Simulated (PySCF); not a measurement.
How methods differ on the ionisation energy of O²⁺

O²⁺ [He] 2s2 2p2 (3P) → O³⁺ [He] 2s2 2p1 (2P), as a difference of total energies. Computed with PySCF 2.14 in def2-TZVPPD (6s4p3d1f, 40 functions), with the non-relativistic Hamiltonian (point nucleus). Correlated levels: valence and next inner shell: nothing frozen. The calculations carry no spin-orbit coupling.

```json
{"method": "UHF", "ionisation energy (eV)": "54.606", "plus first-order spin-orbit estimate": "54.601", "difference from reference of that sum (eV)": "-0.335"}
{"method": "MP2 (valence and next inner shell)", "ionisation energy (eV)": "54.987", "plus first-order spin-orbit estimate": "54.982", "difference from reference of that sum (eV)": "+0.046"}
{"method": "SCS-MP2 (valence and next inner shell)", "ionisation energy (eV)": "54.843", "plus first-order spin-orbit estimate": "54.838", "difference from reference of that sum (eV)": "-0.098"}
{"method": "CCSD (valence and next inner shell)", "ionisation energy (eV)": "54.777", "plus first-order spin-orbit estimate": "54.772", "difference from reference of that sum (eV)": "-0.164"}
{"method": "CCSD(T) (valence and next inner shell)", "ionisation energy (eV)": "54.785", "plus first-order spin-orbit estimate": "54.780", "difference from reference of that sum (eV)": "-0.156"}
```

Reference: 54.936 eV (semi-empirical (NIST evaluation); NIST Atomic Spectra Database, ionization energies).

A first-order spin-orbit estimate (lowest level to lowest level, LS coupling) adds -0.005 eV.

Errors of the correlated levels include the incompleteness of this basis.
